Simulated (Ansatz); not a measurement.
Gas-phase electronic energies from Ansatz, PBE0-D4/def2-TZVP geometries. CBS: MP2 limit from def2 TZ/QZ plus the TZ coupled-cluster correction, frozen cores. This one scheme is used for every species. Functionals use def2-TZVPP. HSE06 is defined as in plane-wave codes. For Ge outer-core shells are correlated without core-valence functions, which leaves a few kJ/mol of doubt a bond. Scalar relativity is left out up to krypton.

`O=[CH][GeH3]` + `[CH3][AlH2]` → `[CH3][AlH][GeH3]` + `C=O`  (formal exchange of groups at a Ge–C bond)

```json
{"level": "r2SCANh-D4", "ΔE (kcal/mol)": "-13.5", "difference from CCSD(T)/CBS": "0.3"}
{"level": "HSE06-D4", "ΔE (kcal/mol)": "-14.4", "difference from CCSD(T)/CBS": "-0.6"}
{"level": "CAM-B3LYP-D4", "ΔE (kcal/mol)": "-12.1", "difference from CCSD(T)/CBS": "1.7"}
{"level": "ωB97X-V", "ΔE (kcal/mol)": "-12.4", "difference from CCSD(T)/CBS": "1.4"}
{"level": "PBE", "ΔE (kcal/mol)": "-13.4", "difference from CCSD(T)/CBS": "0.4"}
{"level": "BLYP", "ΔE (kcal/mol)": "-11.6", "difference from CCSD(T)/CBS": "2.2"}
{"level": "r2SCAN0", "ΔE (kcal/mol)": "-13.9", "difference from CCSD(T)/CBS": "-0.1"}
{"level": "HSE06", "ΔE (kcal/mol)": "-14.2", "difference from CCSD(T)/CBS": "-0.4"}
{"level": "CCSD(T)/def2-TZVPP", "ΔE (kcal/mol)": "-13.4", "difference from CCSD(T)/CBS": "0.4"}
{"level": "SCS-MP2/def2-QZVPP", "ΔE (kcal/mol)": "-12.5", "difference from CCSD(T)/CBS": "1.3"}
{"level": "CCSD(T)/CBS", "ΔE (kcal/mol)": "-13.8", "difference from CCSD(T)/CBS": "0"}
```

Largest T1 diagnostic among the species: 0.015.

From PBE to PBE0 (25 % exact exchange), in def2-TZVPP and without D4, ΔE moves by −0.8 kcal/mol. Leaving LDA and LC-ωPBE aside and taking each functional with its dispersion term where it has one, the values, not all of them listed here, spread over 4.0 kcal/mol, from HSE06-D4 to B97M-V.
